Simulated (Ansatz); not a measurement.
Geometry optimisation, RKS PBE0/def2-SVP (Ansatz).

Input file:

```yaml
crystal:
  periodic: [false, false, false]
  atoms:
    - { symbol: Al, position_ang: [-0.005557, 0.229835, -0.032214] }
    - { symbol: Cl, position_ang: [-0.007366, 0.487173, 2.141345] }
    - { symbol: Cl, position_ang: [1.79838, 0.273646, -1.054904] }
    - { symbol: Cl, position_ang: [-1.813703, 0.230803, -1.04903] }
    - { symbol: Br, position_ang: [0.123362, -3.16687, 1.151655] }
    - { symbol: H, position_ang: [0.082484, -2.082485, 2.189948] }
basis:
  gaussian: { orbitals: def2-SVP }
hamiltonian:
  xc: pbe0
relax:
  f_tol: 0.03
  max_steps: 50
output:
  orbitals: {}
```

Command:

```bash
$ ansatz run input.yaml --threads 4 --pin off --max-ram 5120MiB --backend cpu --events-out ev --progress --plain --runs-dir out
```

Task: Where does it end, and by what steps?

Result: The run converged. After 8 steps the energy has fallen by 0.327 eV; Br5 moved furthest, 0.64 Å. Joined: Al1–Br5 (3.60 → 2.71 Å).

| step | energy less start (eV) | largest force component (eV/Å) | accepted |
| --- | --- | --- | --- |
| 0 | 0.0000 | 1.272 | yes |
| 1 | -0.1552 | 0.355 | yes |
| 2 | -0.2320 | 0.358 | yes |
| 3 | -0.3047 | 0.186 | yes |
| 4 | -0.2994 | 0.683 | no |
| 5 | -0.3191 | 0.140 | yes |
| 6 | -0.3241 | 0.168 | yes |
| 7 | -0.3265 | 0.099 | yes |
| 8 | -0.3273 | 0.014 | yes |

```xyz
6
Properties=species:S:1:pos:R:3
Al 0.010 -0.013 0.118
Cl 0.002 0.638 2.127
Cl 1.806 0.119 -0.955
Cl -1.798 0.027 -0.940
Br 0.079 -2.625 0.820
H 0.078 -2.173 2.177
```

Whether the end is a true minimum wasn't checked by a vibrational analysis.

The run took 17 s on 4 threads of Arm Neoverse V2 (shared host), peak memory 0.28 GiB.
